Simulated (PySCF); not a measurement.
Computed with B3LYP-D3(BJ)/def2-TZVP // PBE0-D4/def2-SVP in PySCF 2.14.0. Gas-phase values, no solvent. One relaxed conformer stands for a flexible species; it need not be the lowest. B3LYP has the VWN-RPA correlation part, as in Gaussian. Delta-SCF ions had no search for a lower state. Excitations are Tamm–Dancoff values on a coarser integration grid. The basis has no diffuse functions, so Rydberg states are missing or too high.

Reference species (SMILES): `Bc1cc(S)cs1` (neutral, multiplicity 1).

| Property | Result |
|---|---|
| HOMO–LUMO gap | 4.26 eV |
| brightest of the four lowest singlets (TDA) | 5.06 eV |
| HOMO | -6.67 eV |
| vertical ionisation energy (Delta-SCF) | 8.67 eV |

After one change: the HOMO–LUMO gap rises by 0.45 eV; the brightest of the four lowest singlets (TDA) increases by 0.13 eV; the HOMO falls by 0.25 eV; the vertical ionisation energy (Delta-SCF) increases by 0.20 eV.

Task: Name the change that produced these shifts. The new species is one of these.
A) `Bc1csc(S)c1`
B) `Bc1ccsc1S`
C) `Bc1sccc1S`
D) `Bc1cscc1S`

Result: A, `Bc1csc(S)c1`
